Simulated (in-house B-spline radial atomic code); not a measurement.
PBE0 excitations of Se6+

Method: PBE0. Computed with an all-electron radial atomic-structure program (B-spline basis): linear response of the closed shell [Ar] 3d10 with the functional's adiabatic kernel; non-relativistic, point nucleus, no spin-orbit coupling, no double excitations, S, P, D and F terms only. Only terms of natural parity with L up to 3 were computed.

Without relativity these are model numbers for so heavy an element.

Command:
```bash
python run_td.py task.json out
```
Settings (radii: box in bohr, nucleus in fm):
```
Z                        34
electrons                28
configuration            [Ar] 3d10
hamiltonian              nr
method                   pbe0
box_radius               14.35
intervals                53
```

Cost of the run: 1.6 s on 1 thread of Arm Neoverse N1, on a shared host.

The lowest states, in the order of their Tamm-Dancoff energies; the method's threshold (minus the highest occupied level) is 145.50 eV. Labels give the largest channel, * marks a mixed state, and oscillator strengths are full-response dipole values. Semilocal kernels can invert the small singlet-triplet splittings of Rydberg terms. Energies in eV:

```json
{"state": "3d → 4s 3D", "full response": "?", "Tamm-Dancoff": "?", "oscillator strength": "-"}
{"state": "3d → 4s 1D", "full response": "54.57", "Tamm-Dancoff": "54.58", "oscillator strength": "-"}
{"state": "3d → 4p 3P", "full response": "67.85", "Tamm-Dancoff": "67.88", "oscillator strength": "-"}
{"state": "3d → 4p 3F", "full response": "68.19", "Tamm-Dancoff": "68.21", "oscillator strength": "-"}
{"state": "3d → 4p 1F", "full response": "68.76", "Tamm-Dancoff": "68.76", "oscillator strength": "-"}
{"state": "3d → 4p 1P", "full response": "69.88", "Tamm-Dancoff": "69.96", "oscillator strength": "0.548"}
{"state": "3d → 4d 3S", "full response": "89.69", "Tamm-Dancoff": "89.75", "oscillator strength": "-"}
{"state": "3d → 4d 3D", "full response": "90.91", "Tamm-Dancoff": "90.93", "oscillator strength": "-"}
{"state": "3d → 4d 1D", "full response": "91.71", "Tamm-Dancoff": "91.73", "oscillator strength": "-"}
{"state": "3d → 4d 1S", "full response": "97.13", "Tamm-Dancoff": "97.89", "oscillator strength": "-"}
{"state": "3d → 5s 3D", "full response": "100.94", "Tamm-Dancoff": "100.95", "oscillator strength": "-"}
{"state": "3d → 5s 1D", "full response": "101.15", "Tamm-Dancoff": "101.16", "oscillator strength": "-"}
{"state": "3d → 5p 3P", "full response": "106.23", "Tamm-Dancoff": "106.24", "oscillator strength": "-"}
{"state": "3d → 5p 3F", "full response": "106.35", "Tamm-Dancoff": "106.36", "oscillator strength": "-"}
{"state": "3d → 5p 1F", "full response": "?", "Tamm-Dancoff": "?", "oscillator strength": "-"}
{"state": "3d → 5p 1P", "full response": "106.81", "Tamm-Dancoff": "106.83", "oscillator strength": "0.0465"}
```

Q: Where does 3d → 4s 3D lie?

A: At 53.80 eV in full response, 53.82 eV in Tamm-Dancoff.

Q: Where does 3d → 5p 1F lie?

A: At 106.53 eV in full response, 106.53 eV in Tamm-Dancoff.

Q: How large is the singlet-triplet splitting of 3d → 4s (D terms) in Tamm-Dancoff?

A: 0.764 eV, from the unrounded values.

Q: What polarisabilities and dispersion coefficient does the method give?

A: Dipole 0.3729 bohr³, quadrupole 0.3472 bohr⁵, C6 0.5446 hartree·bohr⁶ for two such species.
